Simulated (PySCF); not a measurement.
Si(Cl)2(H)(NHMe) (CH5Cl2NSi), SMILES CN[SiH](Cl)Cl. Geometry optimised at PBE-D3(BJ)/def2-SVP. One conformer was computed; it need not be the lowest.

Computed equilibrium geometry at PBE-D3(BJ)/def2-SVP (PySCF confirms it by a frequency run) as bond lengths and angles (one conformer of several):
Atoms: Si1 Cl2 Cl3 N4 C5 H6 H7 H8 H9 H10. Bond lengths (Å): Si1–Cl2 2.072, Si1–Cl3 2.090, Si1–N4 1.718, Si1–H6 1.492, N4–C5 1.456, N4–H7 1.024, C5–H8 1.115, C5–H9 1.110, C5–H10 1.110. Bond angles (°): Cl2–Si1–Cl3 107.6, Cl2–Si1–N4 106.8, Cl2–Si1–H6 111.5, Cl3–Si1–N4 114.6, Cl3–Si1–H6 106.3, N4–Si1–H6 110.2, Si1–N4–C5 123.6, Si1–N4–H7 116.7, C5–N4–H7 114.7, N4–C5–H8 113.8, N4–C5–H9 111.0, N4–C5–H10 109.7, H8–C5–H9 108.1, H8–C5–H10 107.1, H9–C5–H10 106.8.
Charge 0, spin multiplicity 1.
